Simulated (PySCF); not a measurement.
NICS in rings of unrelated molecules.

NICS = −σ at a ghost point: NICS(0) at the centroid of the ring atoms, NICS(1) 1 Å to either side along the normal of their mean plane, zz for the tensor component along that normal. Level: GIAO PBE0/pcSseg-1 (PySCF, non-relativistic, gas phase) on the PBE0-D3(BJ)/def2-SVP geometries, one conformer each. Atom numbers follow the mapped SMILES.

Question: Order these rings by mean NICS(1)zz, lowest (most negative) first (ppm).
A. ring C4–C5–C6–C7–C8–C9 in `[O:1]=[C:2]([O-:3])[c:4]1[cH:5][cH:6][c:7]2[c:8]([cH:9]1)[CH2:10]2` (charge -1)
B. ring C3–C4–C5–O6–C7 in `[SiH3:1][CH2:2][c:3]1[cH:4][cH:5][o:6][cH:7]1`
C. ring C2–C3–C5–C6–C7 in `[CH3:1][C@@H:2]1[C@@H:3]([CH3:4])[CH2:5][CH2:6][C@@H:7]1[F:8]`
D. ring C3–C4–C5–C6–Si7 in `[CH3:1][O:2][C:3]1=[CH:4][CH:5]=[CH:6][SiH2:7]1`
E. ring C2–C3–N5–N6–N7 in `[CH3:1][c:2]1[c:3]([F:4])[n:5][n:6][n:7]1[CH:8]([CH3:9])[CH3:10]`

Answer: E (-29.0), A (-27.2), B (-26.0), C (-2.4), D (3.9).

| SMILES | ring | NICS(0) | NICS(1) | NICS(1)zz | HOMA | rms pucker (Å) | ring atoms with four or more neighbours |
| --- | --- | --- | --- | --- | --- | --- | --- |
| Cc1c(F)nnn1C(C)C | 5-membered ring with 3 N; formal bonds all aromatic | -13.7 | -12.3 | -29.0 | 0.97 | 0.00 | 0 |
| O=C([O-])c1ccc2c(c1)C2 | 6-membered carbocycle; formal bonds all aromatic | -8.4 | -11.9 | -27.2 | 0.88 | 0.00 | 0 |
| [SiH3]Cc1ccoc1 | 5-membered ring with O; formal bonds all aromatic | -12.1 | -10.3 | -26.0 | 0.38 | 0.00 | 0 |
| C[C@@H]1[C@@H](C)CC[C@@H]1F | 5-membered carbocycle; formal bonds all single | -4.4 | -4.0 | -2.4 | – | 0.19 | 5 |
| COC1=CC=C[SiH2]1 | 5-membered ring with Si; formal bonds 2 double, 3 single | 0.7 | -0.9 | 3.9 | – | 0.00 | 1 |

NICS(0) gives another order. The isotropic NICS(1) gives the same order. HOMA uses Krygowski's 1993 parameters; it is left out where a ring has a four-coordinate atom, a triple bond, no multiple bond or a kind of bond without parameters. NICS(1) and NICS(1)zz are means over the two faces.
